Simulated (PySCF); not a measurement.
Cl2Zn, charge -1, multiplicity 2. Atoms are numbered in the order given.

```xyz
3

Zn     0.0000     0.0000     0.6265
Cl     0.0000    -1.9791    -0.5528
Cl     0.0000     1.9791    -0.5528
```
Charge -1, spin multiplicity 2.

The structure is a stationary point at PBE0-D3(BJ)/def2-SVPD. The multiplicity is an assumed one; other spin states were not compared. The isomer is the one that the SMILES or the coordinates give; other isomers of the formula were not compared.

Method: PBE/def2-TZVPD in PySCF.

The molecule is in vacuum. A positive occupied level means that this level leaves the electron formally unbound; only the finite basis holds it.

| Item | Result |
|---|---|
| total energy | -2699.33621 hartree |
| point group | C2v |
| α spin, highest occupied and lowest empty level | 0.36 and 2.73 eV |
| β spin, highest occupied and lowest empty level | -2.19 and 1.31 eV |
| dipole moment about the centre of nuclear charge | 1.15 D |
| mean static polarisability | 98.7 bohr³ (14.63 Å³) |
| polarisability, principal values | 76.2, 104.1, 115.9 bohr³ |
| ⟨S²⟩ | 0.752 (pure state 0.75) |
